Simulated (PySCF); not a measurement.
Nb(S)(F)(NH2)2 (FH₄N₂NbS), SMILES [NH2][Nb]([NH2])([F])=[S], multiplicity 1. The structure is a stationary point at B3LYP-D3(BJ)/def2-SVP. The multiplicity is an assumed one; other spin states were not compared. The def2 effective core potentials stand for the cores of Nb; spin–orbit coupling is left out. Other conformers were not sampled.

Computed equilibrium geometry at B3LYP-D3(BJ)/def2-SVP (PySCF confirms it by a frequency run) as a Z-matrix, and its point group (one conformer of several):
point group Cs.
```
Nb
F 1 1.8892
N 1 1.9668 2 108.05
H 3 1.0183 1 126.39 2 122.56
H 3 1.0206 4 109.77 1 -176.81
N 1 1.9668 2 108.05 3 -120.05
H 6 1.0183 1 126.39 2 -122.56
H 6 1.0206 7 109.77 1 176.81
S 1 2.1574 2 114.14 3 119.97
```
